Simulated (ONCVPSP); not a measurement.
## Configuration tests for Cs (ONCV)

caesium (Cs), optimised norm-conserving Vanderbilt (ONCV), made with ONCVPSP 4.0.1 (PBEsol, scalar-relativistic). Core [Kr] 4d10, reference 5s2 5p6 5d0.5 6s0.5. Waves: 5s+6s: rc 2.70 bohr, ncon 4, nbas 7, qcut 5.7 1/bohr, 3 projectors, debl 1.1 Ha; 5p: rc 3.15 bohr, ncon 3, nbas 6, qcut 5.2 1/bohr, 2 projectors, debl 1.3 Ha; 5d: rc 3.80 bohr, ncon 5, nbas 9, qcut 2.9 1/bohr, 3 projectors, debl 0.9 Ha. Local part: polynomial inside 2.25 bohr (lpopt 5, dvloc0 -1 Ha). Core correction: none.

Energies are relative to the spin-unpolarised reference configuration 5s2 5p6 5d0.5 6s0.5; without spin polarisation the order of configurations can differ from experiment.

```
valence configuration  charge  ΔE all-electron (eV)  error AE − PS (meV)
      5s2 5p6 5d0 6s1       0                -0.843                 +0.5
    5s2 5p6 5d0 6s0.5    +0.5                 0.614                 +0.5
```

What are ΔE and the potential's error for 5s2 5p6 5d0 6s0?

ΔE = 2.949 eV all-electron; the error (AE − PS) is +0.5 meV.

What are ΔE and the potential's error for 5s2 5p6 5d1 6s0?

ΔE = 0.819 eV all-electron; the error (AE − PS) is -0.5 meV.
